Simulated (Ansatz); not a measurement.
**Match the barriers**

Saddle point of SiNH$_{6}$Br, singlet (SiNH₅ ([NH2][SiH3]) + HBr → SiNH₄Br ([NH2][SiH2][Br]) + H₂; bonds formed: Si1–Br7, H2–H6; bonds broken: Si1–H2, H6–Br7), PBE0-D4/def2-TZVP structure:

Si1  (-0.333, -0.211, 0.200)
H2  (1.376, 0.208, 0.165)
H3  (-0.491, -1.601, -0.239)
H4  (-0.998, 0.592, 1.231)
N5  (-0.591, 0.686, -1.227)
H6  (1.371, -0.273, 0.880)
Br7  (0.761, -1.409, 2.366)
H8  (-0.706, 1.687, -1.231)
H9  (-0.390, 0.322, -2.145)
(Å)

Program: Ansatz 0.2.0. Basis: def2-TZVPP, with def2-QZVPP for the basis limit. Cores are frozen in the correlated methods. Filled d shells of the heavier atoms are correlated. The def2 sets are not built for correlating such inner shells, so the correlated values are less sure here. Extrapolation: Hartree–Fock as exp(−7.88 √X), correlation as X^−2.97. Four methods, as single points on the PBE0-D4 structures, gave these electronic barriers from the start structure: 0.929, 1.013, 1.241, 1.735 eV.

Q: The methods were, in alphabetical order, HF, MP2, PBE-D4, r2SCAN-D4. Which gave which? (A judgement: the text doesn't fix the answer.)

A: By the calculation: PBE-D4 0.929; r2SCAN-D4 1.013; MP2 1.241; HF 1.735 eV. For comparison, CCSD(T) at an estimated basis limit (MP2 extrapolated from triple and quadruple zeta, plus CCSD(T) − MP2 in triple zeta) gives 1.226 eV.

The T1 diagnostic stays at or below 0.010.

Labels in which every atom is bracketed show which atoms are joined, not bond orders.

For scale, one of the runs: CCSD(T)/def2-TZVPP, 205 basis functions, launched by `ansatz run in.yaml --threads 4 --pin off --events-out ev --progress --plain --max-ram 9574MiB`. The run took 97 s on 4 CPU threads of an Intel Xeon (shared host), with 2.6 GiB of host memory at its peak.
